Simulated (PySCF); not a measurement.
## Si (silicon, neutral) across methods

[Ne] 3s2 3p1 3d1, one real determinant (an excited configuration). Computed with PySCF 2.14 in aug-cc-pV(Q+d)Z (7s6p5d3f2g, 89 functions), with no relativity, point nucleus. The B2PLYP total includes its PT2 part (frozen core); its orbital energies are those of the SCF part.

```csv
method,E (hartree),mean ε 3s β (eV),mean ε 3p α (eV),mean ε 3d α (eV),Σ⟨r²⟩ (bohr²),⟨S²⟩
BLYP,-289.1681,-12.943,-6.841,-0.341,54.51,2.003
PBE0,-289.0276,-14.116,-8.259,-0.787,54.81,2.005
r2SCAN,-289.1141,-13.130,-7.428,-0.414,53.96,2.008
LDA,-287.9906,-13.043,-6.959,-0.384,53.30,2.001
MN15,-289.0252,-14.149,-8.160,-0.485,50.66,2.003
PBE,-289.0082,-12.936,-7.080,-0.502,53.96,2.003
M06,-289.1401,-14.139,-7.895,-0.617,55.48,2.002
UHF,-288.62312,-16.601,-11.330,-1.249,58.58,2.015
```

Task: Estimate the same row for B2PLYP.

Result: E (hartree) = -289.0324; mean ε 3s β (eV) = -15.153; mean ε 3p α (eV) = -9.274; mean ε 3d α (eV) = -0.869; Σ⟨r²⟩ (bohr²) = 56.51; ⟨S²⟩ = 2.007.

⟨L²⟩ = 8.01 against 12 for a pure F term, so this real determinant mixes terms. The outer electron is Rydberg-like, and this basis confines it to a smaller radius and binds it less than a complete one would.
